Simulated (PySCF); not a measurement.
# A ladder of Hamiltonians for Fe²⁴⁺ (iron, charge +24)

Occupied: 1s1/2. Hartree-Fock calculated with PySCF 2.14 in an uncontracted even-tempered set (16 s from 2.3 bohr⁻², ratio 2.7; 11 p from 2.8 bohr⁻², ratio 2.7), Gaussian nucleus throughout. NR is non-relativistic, sf-X2C the spin-free one-electron X2C Hamiltonian, X2C adds the bare one-electron spin-orbit term, X2C-SNSO screens it by Boettger's factors, DC is four-component Dirac-Coulomb, and the Gaunt and Breit terms are added at first order (total energies over the DC spinors, levels after relaxing the spinors in that mean field). QED terms are absent. Levels marked empty are virtual spinors of this ion.

| level (eV) | NR | sf-X2C | X2C | X2C-SNSO |
| --- | --- | --- | --- | --- |
| 1s1/2 | -8759.7 | -8835.1 | -8835.1 | -8835.1 |
| 2s1/2 (empty) | -2024.4 | -2046.2 | -2046.2 | -2046.2 |
| 2p1/2 (empty) | -1977.6 | -1986.5 | -1998.4 | -1997.9 |
| 2p3/2 (empty) | -1977.6 | -1986.5 | -1980.8 | -1981.0 |
| 3s1/2 (empty) | -886.45 | -894.05 | -894.05 | -894.05 |

Where do the four-component calculations put these levels?

1s1/2: DC -8838.1, DC+Gaunt -8832.0, DC+Breit -8832.0; 2s1/2 (empty): DC -2046.5, DC+Gaunt -2045.8, DC+Breit -2045.9; 2p1/2 (empty): DC -1997.7, DC+Gaunt -1996.5, DC+Breit -1996.7; 2p3/2 (empty): DC -1981.2, DC+Gaunt -1980.5, DC+Breit -1980.7; 3s1/2 (empty): DC -894.13, DC+Gaunt -893.95, DC+Breit -893.97 (eV).

```csv
Hamiltonian,E (hartree),E − E(DC) (hartree),CPU seconds
NR,-659.8540,5.9778,0.25
sf-X2C,-665.7194,0.1123,0.14
X2C,-665.7194,0.1123,0.14
X2C-SNSO,-665.7194,0.1123,0.14
DC,-665.8318,0.0000,2.3
DC+Gaunt,-665.6038,0.2280,4
DC+Breit,-665.6038,0.2280,35
```

Weight of the small component: 1s1/2 0.00886, 2s1/2 0.00202, 2p1/2 0.00199, 2p3/2 0.00198, 3s1/2 0.000882.

Koopmans' value for the highest occupied level at DC+Breit: 8832.0 eV, against an ionisation energy of 8828.2 eV (theoretical estimate listed by NIST; NIST Atomic Spectra Database, ionization energies); the former lacks relaxation, correlation, QED and recoil.

The whole ladder took 43 s of wall time on 1 thread of Neoverse-N1 (shared host), launched as `OMP_NUM_THREADS=1 python relrun2.py TASK.json OUT` (a driver that calls PySCF for each Hamiltonian).
